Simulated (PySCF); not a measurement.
A structure optimised at PBE0-D3(BJ)/def2-TZVP, used in a PySCF frequency run:

```xyz
5

Al     0.0000     0.0000    -0.5167
O      0.0000    -1.5067     0.2679
H      0.0000    -1.6426     1.2151
O      0.0000     1.5067     0.2679
H      0.0000     1.6426     1.2151
```
Charge 0, spin multiplicity 2.

Task: Write its SMILES, formula and point group.

Result: [OH][Al][OH], AlH₂O₂, C2v

Task: What are its rotational constants (standard atomic weights)?

Result: 40.969, 6.4725, 5.5895 GHz
